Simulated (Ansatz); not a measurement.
Relaxation of the cluster Ta₃ with UKS PBE0-D4/def2-TZVP.

```sh
$ ansatz run in.yaml --threads 2 --pin off --events-out ev --progress --plain --max-ram 4352MiB
```

```yaml
crystal:
  periodic: [false, false, false]
  atoms:
    - {symbol: Ta, position_ang: [-0.214258, 1.387799, 0.005035]}
    - {symbol: Ta, position_ang: [-1.134340, -0.878914, 0.015845]}
    - {symbol: Ta, position_ang: [1.348599, -0.508875, -0.020880]}
basis:
  gaussian: {orbitals: def2-TZVP}
magnetization: {spin_polarized: true, initial_magnetization: 3}
hamiltonian: {xc: pbe0, dispersion: d4}
scf: {lower_state_search: "off"}
output: {orbitals: {seedname: orbitals}}
relax: {f_tol: 0.02, max_steps: 100}
```

Run time 26 s (2 threads of AMD EPYC 7R43 on a shared host).

Positions (Å) and forces (eV/Å) at steps 1, 2, 4 of 4:

```xyz
3
step=1 energy=-4646.6364 eV
Ta   -0.214    1.388    0.005    0.120   -0.512   -0.002
Ta   -1.134   -0.879    0.016    0.007    0.232    0.000
Ta    1.349   -0.509   -0.021   -0.126    0.280    0.002
3
step=2 energy=-4646.6376 eV
Ta   -0.205    1.355    0.005   -0.077    0.496    0.002
Ta   -1.144   -0.867    0.016    0.002   -0.252    0.000
Ta    1.350   -0.489   -0.021    0.075   -0.244   -0.001
3
step=4 energy=-4646.6434 eV
Ta   -0.208    1.371    0.005    0.005    0.000    0.000
Ta   -1.140   -0.874    0.016    0.002   -0.003    0.000
Ta    1.348   -0.497   -0.021   -0.007    0.003    0.000
```

In the def2 sets Ta takes a core potential; there is no spin–orbit coupling. The charge 0 quartet is spin-contaminated (final ⟨S²⟩ up to 4.46, 3.75 for a pure state). The structure comes from a short search, and lower isomers may exist.
